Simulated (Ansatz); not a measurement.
`OC(O)(O)[SiH2]F` → `OC(O)(F)O[SiH3]`  (isomerisation)

Gas-phase electronic energies from Ansatz, PBE0-D4/def2-TZVP geometries. CBS: MP2 limit from def2 TZ/QZ plus the TZ coupled-cluster correction, frozen cores. Functionals use def2-TZVPP. One conformer a species, not always the lowest.

CCSD(T)/CBS gives +39.2 kJ/mol.

(1) Another level gave +40.7 kJ/mol. Which?
A. HF/def2-TZVPP
B. PBE-D4/def2-TZVPP
C. MP2/def2-TZVPP
D. r2SCAN-D4/def2-TZVPP

Largest T1 diagnostic among the species: 0.012.

Results:

(1) B. PBE-D4 40.7, MP2/def2-TZVPP 36.3, r2SCAN-D4 28.9, HF/def2-TZVPP 5.7 kJ/mol.

From PBE to PBE0 (25 % exact exchange), in def2-TZVPP and without D4, ΔE moves by −9.5 kJ/mol. In def2-TZVPP, CCSD(T) changes the Hartree–Fock value by +24.8 kJ/mol (the triples alone add +2.2 kJ/mol) and MP2 by +30.6 kJ/mol.
